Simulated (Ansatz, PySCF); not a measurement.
This Ansatz (a first-principles code) input computes a B3LYP/def2-TZVPD energy:

Ansatz 0.2 input:
```yaml
crystal:
  periodic: [false, false, false]
  atoms:
    - {symbol: C, position_ang: [-0.00000000, -0.00000000, -1.88659538]}
    - {symbol: C, position_ang: [-0.00000000, -0.00000000, -0.68177999]}
    - {symbol: C, position_ang: [0.00000000, 0.00000000, 0.68177999]}
    - {symbol: C, position_ang: [0.00000000, 0.00000000, 1.88659538]}
    - {symbol: H, position_ang: [-0.00000000, -0.00000000, -2.94883252]}
    - {symbol: H, position_ang: [0.00000000, 0.00000000, 2.94883252]}
basis:
  gaussian:
    orbitals: def2-TZVPD
hamiltonian:
  xc: {name: B3LYP}
output: {forces: true}
```

Q: Write an input for the same energy in PySCF and say what it gives.

A: 
```python
from pyscf import gto, scf, dft

mol = gto.M(
    atom='''
    C    -0.00000000   -0.00000000   -1.88659538
    C    -0.00000000   -0.00000000   -0.68177999
    C     0.00000000    0.00000000    0.68177999
    C     0.00000000    0.00000000    1.88659538
    H    -0.00000000   -0.00000000   -2.94883252
    H     0.00000000    0.00000000    2.94883252
    ''',
    basis='def2-tzvpd',
    charge=0,
    spin=0,
    verbose=4,
)

mf = dft.RKS(mol, xc='b3lyp').density_fit(auxbasis='def2-universal-jkfit')
mf.grids.level = 3
mf.conv_tol = 1e-9
mf.max_cycle = 100
mf.max_memory = 1500
mf.kernel()
if not mf.converged:
    mf = mf.newton()
    mf.kernel(mf.make_rdm1())
mf.analyze()
```
It gives -153.54871 Eh, and Ansatz -153.54871 Eh, a difference of 0.00 mEh.
